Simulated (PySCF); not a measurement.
B₃O₃F₃, optimised at GFN2-xTB:

```xyz
9

F     -2.1863    -1.5456    -0.0634
B     -1.1159    -0.7877    -0.0378
O     -1.2506     0.5620     0.0404
B     -0.1365     1.3394     0.0665
F     -0.2577     2.6434     0.1421
O      1.1015     0.7821     0.0153
B      1.2179    -0.5694    -0.0628
F      2.4095    -1.1156    -0.1124
O      0.1145    -1.3618    -0.0898
```

Method: PySCF energies (xtb for GFN2) plus ideal-gas RRHO corrections (1 bar). 6-31G* has spherical d functions here. All species are closed-shell singlets. B3LYP is the form with VWN-RPA correlation.

**Question.** List the harmonic frequencies (cm⁻¹, unscaled) at this level and at the other levels, each on its own geometry.

**Answer.** 
- GFN2-xTB: 131, 136, 136, 280, 280, 431, 431, 481, 533, 570, 570, 664, 806, 925, 925, 1057, 1272, 1272, 1350, 1350, 1394
- B3LYP/6-31G*: 128, 128, 134, 313, 313, 454, 454, 549, 567, 670, 670, 747, 815, 979, 979, 1259, 1415, 1415, 1492, 1492, 1536
- HF/6-31G*: 136, 136, 139, 330, 330, 487, 487, 582, 602, 720, 720, 823, 887, 1042, 1042, 1349, 1502, 1502, 1579, 1579, 1621
- PBE/def2-SVP: 123, 124, 129, 306, 307, 440, 440, 538, 550, 651, 651, 719, 789, 952, 952, 1227, 1386, 1386, 1450, 1450, 1488
- PBE0/def2-TZVP: 129, 130, 134, 313, 313, 451, 451, 547, 570, 678, 678, 751, 816, 984, 984, 1266, 1421, 1421, 1481, 1481, 1533
